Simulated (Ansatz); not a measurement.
A single point on `C[Si](C)(C)[O][Cu]`.

```yaml
crystal:
  periodic: [false, false, false]
  atoms:
    - {symbol: C, position_ang: [-0.888345, -0.426167, 1.453028]}
    - {symbol: Si, position_ang: [0.067065, 0.310493, 0.011843]}
    - {symbol: C, position_ang: [1.860813, -0.215726, 0.136845]}
    - {symbol: C, position_ang: [-0.663141, -0.378304, -1.577110]}
    - {symbol: O, position_ang: [0.026219, 1.936988, 0.034431]}
    - {symbol: Cu, position_ang: [-1.408741, 2.988819, -0.053086]}
    - {symbol: H, position_ang: [-0.812985, -1.517612, 1.470414]}
    - {symbol: H, position_ang: [-1.951607, -0.171796, 1.396190]}
    - {symbol: H, position_ang: [-0.505767, -0.048686, 2.405416]}
    - {symbol: H, position_ang: [2.439823, 0.184097, -0.699592]}
    - {symbol: H, position_ang: [1.957962, -1.305301, 0.126977]}
    - {symbol: H, position_ang: [2.309019, 0.156507, 1.061663]}
    - {symbol: H, position_ang: [-0.144914, 0.028025, -2.450169]}
    - {symbol: H, position_ang: [-0.583500, -1.468837, -1.617422]}
    - {symbol: H, position_ang: [-1.723701, -0.123301, -1.670026]}
basis:
  gaussian: {orbitals: def2-QZVPP}
correlation: {method: mp2, frozen_orbitals: {C: 1, Cu: 9, H: 0, O: 1, Si: 5}}
```

```sh
$ ansatz run in.yaml --threads 2 --pin off --events-out ev --progress --plain --max-ram 32768MiB --backend cuda --devices 0, --max-vram 18GiB
```

Output, abridged:

```
Functional definition: HF
4040 factors; integrals over basis functions are off by at most 1.1e-3 eV
mean field evaluation 1: about -57727.2769 eV, gradient 8.2e1 eV
mean field evaluation 2: about -57727.4607 eV, gradient 8.2e1 eV
mean field evaluation 4: about -57736.8810 eV, gradient 1.4e1 eV
mean field evaluation 8: about -57737.2283 eV, gradient 1.4e0 eV
mean field evaluation 16: about -57737.2362 eV, gradient 2.8e-6 eV
mean field -57737.23624715 eV, -2121.8042963784 hartree, gradient 2.8e-6 eV, S^2 0.000000; 0 other end points of the search recorded, 0 dependent functions left out
18 core orbitals not correlated: weight in the atoms' cores, before any rotation towards them, 1.000 or more for the frozen orbitals, at most 0.000 for the correlated occupied ones
reference -57737.23624715 eV, -2121.8042963784 hartree; 21, 21 occupied and 629, 629 virtual orbitals, 4040 factors
second order -40.75223655 eV of doubles, -0.00000000 eV of singles
Total energy: -57777.98848370 eV, -2123.3019134488 hartree
```

Hardware: 2 threads of an AMD EPYC 7R13 on a shared host and a share of an NVIDIA H100 80 GB. Wall time 17 s, peak host memory 1.2 GiB.
